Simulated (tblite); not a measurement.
Species: C7H16BN.
Numbering: `[CH3:1][CH2:2][CH2:3]/[N:4]=[CH:5]/[CH2:6][B:7]([CH3:8])[CH3:9]` (hydrogens: H10, H11, H12 on C1; H13, H14 on C2; H15, H16 on C3; H17 on C5; H18, H19 on C6; H20, H21, H22 on C8; H23, H24, H25 on C9)

Computed with GFN2-xTB (tblite), gas phase: L-BFGS steps from a force-field or distance-geometry start until the largest atomic force falls under 0.01 eV/Å.

Geometry at step 1:
```
atom  x, y, z in Å
C1      4.3889   -0.3586    0.1666
C2      3.2167    0.4920    0.6687
C3      2.0727    0.3188   -0.3279
N4      0.8730    1.0337    0.0232
C5     -0.1718    0.3976    0.0438
C6     -1.5159    0.9716    0.3812
B7     -2.6631   -0.0364   -0.0181
C8     -4.0584    0.0299    0.7060
C9     -2.5450   -1.0840   -1.1973
H10     5.0949    0.2623   -0.4094
H11     4.8669   -0.8222    1.0274
H12     3.9986   -1.1809   -0.4492
H13     3.5053    1.5387    0.6853
H14     2.9148    0.1424    1.6745
H15     2.3652    0.6517   -1.3367
H16     1.8659   -0.7630   -0.3540
H17    -0.1932   -0.6876   -0.2128
H18    -1.5096    1.1726    1.4653
H19    -1.6714    1.9443   -0.1285
H20    -4.1648    0.8983    1.3825
H21    -4.8173    0.0431   -0.0937
H22    -4.1802   -0.9243    1.2466
H23    -2.7829   -2.0690   -0.7800
H24    -1.5616   -1.1321   -1.6835
H25    -3.3386   -0.8147   -1.9135
```

**Question.** What forces act on the atoms?

**Answer.** 
```
atom  Fx (eV/Å)  Fy (eV/Å)  Fz (eV/Å)
  C1     -0.008     -0.057      0.093
  C2      0.005     -0.086     -0.264
  C3     -0.235      0.006      0.136
  N4      2.230      1.114     -0.058
  C5     -2.117     -1.089     -0.058
  C6      0.205     -0.138     -0.013
  B7     -0.157      0.305     -0.075
  C8      0.064     -0.057     -0.168
  C9     -0.055      0.202      0.277
 H10     -0.271     -0.552      0.273
 H11      0.387      0.155     -0.184
 H12      0.331      0.308      0.029
 H13     -0.049      0.086      0.353
 H14     -0.031      0.366     -0.514
 H15      0.107     -0.011      0.304
 H16     -0.139     -0.146     -0.306
 H17      0.112      0.203      0.264
 H18     -0.077      0.125     -0.323
 H19      0.222     -0.410      0.333
 H20     -0.215     -0.703     -0.345
 H21     -0.026      0.118      0.684
 H22     -0.238      0.604      0.008
 H23      0.030      0.081     -0.402
 H24     -0.592     -0.019     -0.066
 H25      0.516     -0.405      0.019
```

The largest, 2.49 eV/Å, acts on N4; the rms over all components is 0.478 eV/Å. The forces sum to zero within rounding, as they must for an isolated molecule in no field.

**Question.** Give the force on N4 in Eh/bohr and in nN.

**Answer.** 2.493 eV/Å ÷ 51.422 = 0.04849 Eh/bohr, and 2.493 eV/Å × 1.602 = 3.99 nN.

**Question.** How far is this geometry from the end of the optimisation?

**Answer.** 0.573 eV above it, and 0.769 Å rms away after alignment. The bonds farthest from their final lengths, with half the difference of the two atoms' forces along the bond (positive lengthens):

```csv
bond,now (Å),final (Å),force along bond (eV/Å)
N4=C5,1.223,1.255,+2.43
C8–H20,1.106,1.087,-0.29
C6–H19,1.109,1.093,-0.20
C5–C6,1.500,1.484,-0.85
C9–H25,1.102,1.087,-0.20
C1–H10,1.103,1.088,-0.27
```

The angle farthest from its final value is B7–C9–H25, 105.6° against 114.5°.

Of the 6 listed bonds off by 0.010 Å or more, this force points towards the final length in 6.

The cost below is that of the whole relaxation. Hardware: an Arm Neoverse V1 with one thread (shared host). Cost: 1.7 s of wall time.
